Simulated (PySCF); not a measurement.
# Working out the excitation energy of Ga

Ga [Ar] 3d10 4s2 4p1 (2P) → Ga [Ar] 3d10 4s1 4p1 5s1 (4P). Computed with PySCF 2.14 in aug-cc-pVTZ-PP with ECP10MDF, with a scalar-relativistic core potential. Frozen: 3s2 3p6 3d10. Energies in hartree (1 hartree = 27.21139 eV):

```tsv
part	Ga (lower)	Ga (upper)
UHF	-258.302072	-258.035104
MP2 opposite-spin	-0.031854	0.000000
MP2 same-spin	-0.002580	-0.005993
```

Question: What does Hartree-Fock give?

Answer: (-258.035104) − (-258.302072) = 0.266968 hartree = 7.265 eV.

Question: What do MP2 and SCS-MP2 (6/5 opposite-spin, 1/3 same-spin) give?

Answer: The opposite-spin parts differ by 0.867 eV and the same-spin parts by -0.093 eV. MP2: 7.265 + (0.867) + (-0.093) = 8.039 eV. SCS-MP2: 7.265 + 1.2 × (0.867) + (-0.093)/3 = 8.274 eV.

The upper state lies above the first ionisation limit, but in LS coupling its spin forbids autoionisation to the ground ion. A Rydberg-like electron needs more diffuse functions than a valence basis has.
